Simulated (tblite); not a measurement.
Species: C2H8N2Si2.
Atom-mapped SMILES: `[NH2:1][Si@@H:2]1[N:3]=[CH:4][C@@H:5]1[SiH3:6]` (hydrogens: H7, H8 on N1; H9 on Si2; H10 on C4; H11 on C5; H12, H13, H14 on Si6)

Computed geometry: GFN2-xTB, gas phase.

**Question.** Give the optimised bond lengths and angles.

**Answer.** 
| bond | length (bohr) |
| --- | --- |
| N1–Si2 | 3.247 |
| Si2–N3 | 3.379 |
| N3=C4 | 2.419 |
| C4–C5 | 2.803 |
| C5–Si6 | 3.573 |
| Si2–C5 | 3.658 |
| N1–H7, N1–H8 | 1.902 |
| Si2–H9 | 2.745 |
| C4–H10 | 2.048 |
| C5–H11 | 2.061 |
| Si6–H12, Si6–H13, Si6–H14 | 2.770 |

Bonds in one row agree within 0.02 bohr and their mean is given. A selection of angles:
| angle | degrees |
| --- | --- |
| Si2–N1–H7 | 118.3 |
| H7–N1–H8 | 110.1 |
| N1–Si2–N3 | 121.9 |
| N1–Si2–C5 | 116.1 |
| N1–Si2–H9 | 109.4 |
| N3–Si2–C5 | 75.1 |
| N3–Si2–H9 | 114.0 |
| C5–Si2–H9 | 117.0 |
| Si2–N3–C4 | 92.9 |
| N3–C4–C5 | 110.5 |
| N3–C4–H10 | 122.5 |
| C5–C4–H10 | 127.0 |
| C4–C5–Si6 | 113.4 |
| C4–C5–H11 | 113.2 |
| Si6–C5–H11 | 109.3 |
| Si2–C5–C4 | 81.2 |
| Si2–C5–Si6 | 118.9 |
| Si2–C5–H11 | 118.2 |
| C5–Si6–H12 | 110.1 |
| H12–Si6–H13 | 108.6 |

Dihedral angles: N1–Si2–N3–C4 -116° (anticlinal); Si2–N3–C4–C5 5° (synperiplanar); N3–C4–C5–Si6 113° (anticlinal); N1–Si2–C5–C4 122° (anticlinal).

Si2 (SiH silicon) has angles from 75.1° to 121.9°. The N–Si distances run from 1.718 Å (N1–Si2, drawn single) to 1.788 Å (Si2–N3, drawn single), a spread of 0.070 Å. The C–Si distances run from 1.891 Å (C5–Si6, drawn single) to 1.936 Å (Si2–C5, drawn single), a spread of 0.045 Å. Of the pairs four or more bonds apart, Si6···H8 is among the closest relative to their van der Waals radii: 3.42 Å, 104 % of the sum of Bondi's values. N1 (silicon-bound nitrogen) is pyramidal (angles 118.4°, 118.3° and 110.1°, sum 346.8°, 0.25 Å off the plane of its three neighbours). The 4-membered ring Si2–N3–C4–C5 has internal angles of 75.1° to 110.5°; it is almost planar, 0.03 Å rms from its mean plane, widest ring torsion 5°. Si6 (SiH3 silicon) is tetrahedral (angles from 108.6° to 110.1°).

Point group: C1 (no symmetry element, even within 0.4 Å). Its GFN2-xTB frequencies are all real (lowest 90 cm⁻¹). One conformer, not necessarily the lowest (H–N1–Si2–N3 -103° and 35°).
